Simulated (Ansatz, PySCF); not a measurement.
C2H8AlN, SMILES C[N](C)[AlH2].

Geometry: PBE0-D3(BJ)/def2-SVP. The structure was generated by enumeration; whether it is a known compound was not checked.

Vertical ionisation energy (IE) and electron affinity (EA) in eV. Rows of orbital energies are one-electron estimates. Where ΔSCF, EOM or ADC give a negative EA the extra electron is unbound and the value depends on the basis.

```
level                                                                  IE     EA
-------------------------------------------------------------------  ----  -----
−ε(HOMO), −ε(LUMO), CAM-B3LYP/def2-TZVP (PySCF)                         ?      ?
−ε(HOMO), −ε(LUMO), PBE/def2-TZVP (PySCF)                            5.27   1.52
ΔSCF, PBE0/def2-SVPD (Ansatz), final states of multiplicity 2 and 2  8.41  -0.72
ΔSCF, PBE/def2-SVPD (Ansatz), final states of multiplicity 2 and 2   8.40  -0.68
```

What belongs in the gaps? (Estimate from the structure and the level; the computed values follow.)


- −ε(HOMO), −ε(LUMO), CAM-B3LYP/def2-TZVP (PySCF), IE: 7.80
- −ε(HOMO), −ε(LUMO), CAM-B3LYP/def2-TZVP (PySCF), EA: -0.12

What vertical singlet–triplet gap does ΔSCF give with PBE0/def2-SVPD (Ansatz, an electronic-structure program) and with PBE/def2-SVPD (Ansatz)? (An estimate is asked for; the answer gives what the named calculation found.)

4.07 and 4.04 eV (triplet above singlet where positive).
